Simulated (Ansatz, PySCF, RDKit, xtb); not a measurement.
Pair of molecules: H2O (SMILES O) (first 3 atoms) with C4H6 (SMILES C=CC=C); geometry from B3LYP-D3(BJ)/def2-TZVP, rigid monomers moved along the line of their centres of mass till H2···C5 is 2.40 Å.
(charge 0, multiplicity 1):
```xyz
13

O      0.011    -0.487    -0.150
H     -0.725    -0.576     0.467
H      0.736    -0.180     0.407
C     -1.691    -0.709     2.870
C     -0.729     0.208     2.740
C      0.691    -0.090     2.810
C      1.654     0.815     2.620
H     -1.455    -1.751     3.052
H     -2.738    -0.446     2.806
H     -0.998     1.244     2.556
H      0.959    -1.121     3.019
H      2.701     0.551     2.677
H      1.418     1.852     2.409
```

Counterpoise-corrected where a basis set is named; no monomer relaxation. Rows marked so take none. RDKit's UFF carries no charges.

Rows in 3-21G, 6-31G* carry no dispersion term and start afresh at each structure (6-31G* with six Cartesian d functions).

Codes used: Ansatz (a quantum-chemistry and plane-wave program); PySCF for 3-21G rows, 6-31G* rows, the dispersion terms; RDKit for the force fields; xtb for the GFN methods. Each number belongs to the level named beside it.

```csv
level,interaction energy (kJ/mol)
UFF,27.1
GFN-FF,-6.7
HF/3-21G (no counterpoise),-8.5
PBE-D3(BJ)/def2-TZVPPD,-10.9
BP86/6-31G* (no counterpoise),-7.3
r2SCAN-D3(BJ)/def2-TZVPPD,-11.4
r2SCAN-D4/def2-TZVPPD,-11.0
B3LYP/3-21G (no counterpoise),-15.9
B3LYP-D3(BJ)/def2-TZVPPD,[?]
```

**Question.** Complete the blanks.

**Answer.** 
- B3LYP-D3(BJ)/def2-TZVPPD, interaction energy (kJ/mol): -9.4
